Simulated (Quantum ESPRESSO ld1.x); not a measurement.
The numbers below are computed, except where a source is named.
Task: Li, configuration [He] 2s1. Code: ld1.x of Quantum ESPRESSO 7.5. Model: scalar-relativistic Kohn-Sham, LDA (Slater exchange, VWN5 correlation), spin-unpolarised, spherical densities, point nucleus; without spin polarisation the odd electron is poorly described. Some entries of the table are withheld. Estimate them.

| orbital | occ. | eigenvalue (hartree) | <r^2> (bohr^2) | <r> (bohr) |
|---|---|---|---|---|
| 1s | 2 | -1.87873 | 0.4763 | 0.5886 |
| 2s | 1 | -0.10555 | 18.47 | 3.934 |
| 2p | 0 | -0.04135 | (1) | (2) |
| 3s | 0 | -0.00210 | (3) | 16.24 |

Result: 
(1) 2p <r^2> (bohr^2): 31.05
(2) 2p <r> (bohr): 5.016
(3) 3s <r^2> (bohr^2): 334.4
